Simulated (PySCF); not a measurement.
Structure problem from calculated spectra and properties.

Elements present: C, H, N and O. Monoisotopic mass: 113.0841 u.

| Quantity | Value |
| --- | --- |
| NMR, other nuclei | isotropic shieldings of nuclei other than C and H, by class: -34 (1 N), 310 (1 O) ppm [GIAO PBE0/pcSseg-1] |
| 13C NMR | chemical shifts (computed TMS as zero) by class: 124.8 (1 C), 78.3 (1 C), 61.3 (1 C), 35.1 (1 C), 28.5 (1 C), 14.8 (1 C) ppm [GIAO PBE0/pcSseg-1] |
| UV, first state | lowest singlet excitation: 7.22 eV (172 nm, f = 0.023) [TDDFT PBE0/def2-SVPD] |
| Dipole | 3.78 D [PBE0/def2-SVPD] |
| Triplet | lowest triplet excitation (Tamm–Dancoff): 6.46 eV [TDA PBE0/def2-SVPD] |
| Rotational structure | rotational constants A, B, C: 3.052, 1.192, 0.901 GHz [GFN2-xTB] |
| Polarisability | 81.1 au [PBE0/def2-SVPD] |
| 1H NMR | chemical shifts (computed TMS as zero) by class: 3.74 (1 H), 3.59 (3 H), 3.27 (1 H), 2.34 (1 H), 2.13 (1 H), 1.23 (1 H), 1.21 (3 H) ppm [GIAO PBE0/pcSseg-1] |

The electronic properties come from PySCF, for the isolated species, density fitting. Levels stand in brackets. NMR shifts are as computed; neighbouring signals can stand in another order in a measured spectrum. One conformer (not necessarily the lowest) at the GFN2-xTB geometry, without solvent, vibrations or thermal averaging. NMR classes are plain means over equivalent atoms (diastereotopic ones count apart unless rotation or inversion swaps them), as if these changed places fast.

Q: Which formula fits the mass and the elements?

A: C6H11NO (calculated 113.0841). No other formula that holds each of these elements comes within 0.0003 u with a fitting electron parity and a possible valence count.

Q: Propose a structure and show how it fits.

A: Numbering: `[CH3:1][CH2:2][C@@H:3]([C:4]#[N:5])[CH2:6][O:7][CH3:8]`. Its formula, C6H11NO, gives 2 degrees of unsaturation: 0 rings and 2 π bonds in the structure found. 6 carbons fall into 6 classes; from least to most shielded: nitrile carbon [C4] (124.8 ppm), sp3 carbon bound to oxygen [C6] (78.3 ppm), methoxy carbon [C8] (61.3 ppm), sp3 carbon next to a nitrile [C3] (35.1 ppm), chain CH2 carbon [C2] (28.5 ppm), methyl carbon [C1] (14.8 ppm). Hydrogen classes from least to most shielded: 1 H on an sp3 carbon bound to oxygen, C6 (3.74 ppm), 3 H on a methoxy carbon, C8 (3.59 ppm, a mean of values up to 0.6 ppm apart in this geometry), 1 H on an sp3 carbon bound to oxygen, C6 (3.27 ppm), 1 H on an sp3 carbon next to a nitrile, C3 (2.34 ppm), 1 H on a chain CH2 carbon, C2 (2.13 ppm), 1 H on a chain CH2 carbon, C2 (1.23 ppm), 3 H on a methyl carbon, C1 (1.21 ppm, a mean of values up to 0.8 ppm apart in this geometry). The other shieldings belong to: -34 ppm, nitrile nitrogen [N5]; 310 ppm, ether oxygen [O7]. The optimised geometry has point group C1 and is an asymmetric top. Structure: `CC[C@@H](C#N)COC`. Computed isomers that give other values at the same levels: `O=CN1CCCCC1` (13C chemical shifts (computed TMS as zero) by class: 160.6 (1 C), 46.1 (2 C), 30.8 (2 C), 29.6 (1 C) ppm); `CC(=O)/C=C/N(C)C` (13C chemical shifts (computed TMS as zero) by class: 194.9 (1 C), 154.7 (1 C), 98.0 (1 C), 41.7 (2 C), 32.3 (1 C) ppm); `C=C[C@@H](CC)C(N)=O` (13C chemical shifts (computed TMS as zero) by class: 173.4 (1 C), 151.4 (1 C), 120.4 (1 C), 59.7 (1 C), 28.1 (1 C), 14.9 (1 C) ppm). The assignments are read from this structure; whether some other isomer fits the data as well wasn't checked. The mirror image fits equally.

Shape of the structure used: `[CH3:1][CH2:2][C@@H:3]([C:4]#[N:5])[CH2:6][O:7][CH3:8]`: C1–C2–C3–C4 64°, C2–C3–C6–O7 65°, C3–C6–O7–C8 -179°.
